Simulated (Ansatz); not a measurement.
Ansatz results at the PBE0-D4/def2-TZVP geometry: LUMO energy (PBE0/def2-TZVPP) -0.29 eV; size of the dipole moment (PBE/def2-TZVPP) 3.32 D; size of the dipole moment (B3LYP/def2-TZVPP) 3.33 D.

Each molecule was computed in one conformer, which needn't be the lowest.

Problem. Which molecule gave them?
A. `C[S][Zr]([F])([F])[F]`
B. `C[O][Zr]([OH])([NH]C(C)(C)C)[O]C`
C. `[NH2][Zr]([OH])([OH])[Cl]`
D. `[F][Zr]([F])([F])[SeH]`

Solution. C. The others give `C[O][Zr]([OH])([NH]C(C)(C)C)[O]C`: 0.07, 0.17, 0.16; `C[S][Zr]([F])([F])[F]`: -1.63, 1.73, 1.76; `[F][Zr]([F])([F])[SeH]`: -1.95, 0.35, 0.38.

B3LYP here is the variant with VWN-RPA as its local correlation; programs differ in this.
